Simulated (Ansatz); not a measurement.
`C1CCC(C2CCCCC2)CC1`, charge 0, multiplicity 1.

**Question.** Give a relaxed structure at PBE0-D4/def2-TZVP (Ansatz 0.2.0). (Estimate.)

**Answer.** Ansatz gave: 
```xyz
34

C    -0.470   -1.943    2.336
C    -0.864   -0.620    2.972
C    -0.490    0.549    2.063
C    -0.818    0.300    0.569
C     0.449    0.108   -0.279
C     1.301    1.393   -0.315
C     0.996    2.231   -1.547
C     1.421    1.494   -2.821
C     1.263   -0.023   -2.664
C     0.126   -0.346   -1.709
C    -1.799   -0.866    0.456
C    -1.235   -2.169    1.022
H    -0.644   -2.773    3.027
H     0.609   -1.929    2.145
H    -0.375   -0.499    3.943
H    -1.941   -0.619    3.173
H    -0.988    1.457    2.415
H     0.583    0.735    2.170
H    -1.321    1.190    0.170
H     1.051   -0.680    0.191
H     2.366    1.137   -0.319
H     1.138    1.980    0.592
H     1.492    3.203   -1.487
H    -0.078    2.443   -1.578
H     2.461    1.734   -3.062
H     0.821    1.846   -3.666
H     2.189   -0.459   -2.272
H     1.098   -0.490   -3.638
H    -0.785    0.157   -2.059
H    -0.096   -1.416   -1.723
H    -2.111   -1.012   -0.580
H    -2.708   -0.598    1.003
H    -2.061   -2.868    1.183
H    -0.579   -2.644    0.288
```
This is one stationary point; other conformers may exist.
